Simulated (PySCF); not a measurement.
A structure optimised at PBE0-D3(BJ)/def2-SVP (Å):
```
atom  x, y, z in Å
C1     0.231    1.772    1.449
C2     0.749    0.776    0.701
C3     2.184    0.483    0.702
C4     2.750   -0.492   -0.022
C5     4.205   -0.811   -0.042
O6     0.030   -0.029   -0.105
Si7   -1.637   -0.166   -0.379
C8    -2.293    1.419   -1.131
C9    -2.512   -0.599    1.218
C10   -1.748   -1.573   -1.602
H11    0.889    2.375    2.073
H12   -0.833    2.008    1.455
H13    2.799    1.121    1.346
H14    2.089   -1.100   -0.649
H15    4.388   -1.854    0.266
H16    4.619   -0.714   -1.060
H17    4.780   -0.151    0.624
H18   -1.661    1.727   -1.979
H19   -3.316    1.266   -1.509
H20   -2.320    2.250   -0.411
H21   -3.590   -0.739    1.036
H22   -2.113   -1.539    1.632
H23   -2.395    0.182    1.983
H24   -2.795   -1.787   -1.868
H25   -1.308   -2.490   -1.180
H26   -1.202   -1.331   -2.527
```

Charge 0, singlet.

(1) Which heavy atoms are bonded, and with what formal order?

(2) Write the SMILES.

(3) Classify the heavy atoms.

(4) What is the arrangement about C5?

(5) What is the arrangement about O6?

Answers

(1) C1–C2 1.35 Å (double); C2–C3 1.46 Å (single); C3–C4 1.34 Å (double); C4–C5 1.49 Å (single); C2–O6 1.35 Å (single); O6–Si7 1.70 Å (single); Si7–C8 1.87 Å (single); Si7–C9 1.87 Å (single); Si7–C10 1.87 Å (single). Bonds to hydrogen (Å): C1–H11 1.09; C1–H12 1.09; C3–H13 1.09; C4–H14 1.10; C5–H15 1.10; C5–H16 1.10; C5–H17 1.10; C8–H18 1.10; C8–H19 1.10; C8–H20 1.10; C9–H21 1.10; C9–H22 1.10; C9–H23 1.10; C10–H24 1.10; C10–H25 1.10; C10–H26 1.10.

(2) `C=C(/C=C/C)O[Si](C)(C)C`, C8H16OSi. Among its features: C=C double bond and C–Si bond.

(3) C1: terminal =CH2 carbon; C2: vinylic carbon bearing oxygen; C3: alkene CH carbon; C4: alkene CH carbon; C5: allylic carbon; O6: silyl ether oxygen; Si7: oxygen-bound silicon; C8/C9/C10: Si-methyl carbon.

(4) It has 4 neighbours (C4, H15, H16, H17) and is tetrahedral (angles from 106.1° to 112.0°).

(5) It has 2 neighbours (C2, Si7) and is bent (angle 132.1°).

All values are computed, not measured.
